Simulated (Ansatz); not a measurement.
Geometry optimisation, Ansatz, UKS PBE0-D4/6-31G*.

Input file:

```yaml
crystal:
  periodic: [false, false, false]
  atoms:
    - { symbol: Al, position_ang: [0.027639, -0.764791, -0.555114] }
    - { symbol: Cl, position_ang: [-0.081269, -0.196883, 2.830016] }
    - { symbol: "N", position_ang: [1.566847, -0.066409, -1.165928] }
    - { symbol: H, position_ang: [2.459076, -0.485521, -0.937596] }
    - { symbol: H, position_ang: [1.701927, 0.899174, -1.440325] }
    - { symbol: "N", position_ang: [-1.520652, 0.078909, -0.893042] }
    - { symbol: H, position_ang: [-2.404389, -0.227553, -0.507668] }
    - { symbol: H, position_ang: [-1.676693, 0.709687, -1.6699] }
    - { symbol: Si, position_ang: [-0.027195, -0.017099, 4.931558] }
    - { symbol: H, position_ang: [-0.761789, -1.169183, 5.506726] }
    - { symbol: H, position_ang: [1.394417, -0.022538, 5.354945] }
    - { symbol: H, position_ang: [-0.677919, 1.262205, 5.30853] }
magnetization:
  spin_polarized: true
  initial_magnetization: 1
basis:
  gaussian: { orbitals: "6-31G*" }
hamiltonian:
  xc: pbe0
  dispersion: d4
relax:
  f_tol: 0.03
  max_steps: 50
output:
  orbitals: {}
```

Run as:

```bash
$ ansatz run input.yaml --threads 4 --pin off --max-ram 5120MiB --backend cpu --events-out ev --progress --plain --runs-dir out
```

Q: Where does it end, and by what steps?

A: The forces met the threshold. The force dipped under the threshold on the way, but the program's further checks kept it going. After 15 steps the energy has fallen by 0.073 eV; H8 moved furthest, 0.86 Å.

```tsv
step	energy less start (eV)	largest force component (eV/Å)	accepted
0	0.0000	0.672	yes
1	-0.0166	0.485	yes
2	-0.0278	0.130	yes
3	-0.0336	0.060	yes
4	-0.0428	0.309	yes
5	-0.0527	0.521	yes
6	-0.0594	0.416	yes
7	-0.0672	0.305	yes
8	-0.0685	0.198	yes
9	-0.0713	0.046	yes
10	-0.0711	0.089	no
11	-0.0717	0.025	yes
12	-0.0723	0.070	yes
13	-0.0726	0.071	yes
14	-0.0729	0.050	yes
15	-0.0731	0.024	yes
```

```xyz
12
Properties=species:S:1:pos:R:3
Al 0.282 -0.872 -0.536
Cl -0.689 0.170 2.802
N 1.664 -0.081 -1.354
H 2.599 -0.462 -1.377
H 1.615 0.777 -1.889
N -1.305 -0.041 -0.562
H -2.120 -0.391 -0.079
H -1.460 0.912 -0.866
Si -0.225 0.023 4.810
H -0.882 -1.190 5.357
H 1.248 -0.081 4.953
H -0.727 1.237 5.503
```

Whether the end is a true minimum wasn't checked by a vibrational analysis.

Time of the run: 44 s on 4 threads of Arm Neoverse V2, with other jobs on the host, peak memory 0.34 GiB.
